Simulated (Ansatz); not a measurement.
`FC[SiH2]CBr` + H₂S → `FC[SiH2]CS` + HBr  (substitution at a C–Br bond)

Computed with Ansatz on PBE0-D4/def2-TZVP structures; ΔE is electronic, products minus reactants. CBS: MP2 limit from def2 TZ/QZ plus the TZ coupled-cluster correction, frozen cores. This one scheme is used for every species. Functionals use def2-TZVPP. B3LYP here is the variant with VWN-RPA as its local correlation; programs differ in this. For Br outer-core shells are correlated without core-valence functions, which leaves a few kJ/mol of doubt a bond. Scalar relativity is left out up to krypton. One conformer a species, not always the lowest.

(1) Is it downhill or uphill in electronic energy at CCSD(T)/CBS, and by how much? (An estimate is asked.)

(2) What do these levels give: PBE-D4, r2SCAN-D4, PBE0-D4, ωB97X-V, ωB97M-V, B3LYP? (Best estimate.)

Largest T1 diagnostic among the species: 0.011.

Results:

(1) The calculation gave: Downhill: ΔE = -2.9 kJ/mol.

(2) The calculation gave: PBE-D4 -6.3, r2SCAN-D4 -5.3, PBE0-D4 -6.7, ωB97X-V -4.4, ωB97M-V -4.8, B3LYP -1.8 kJ/mol.
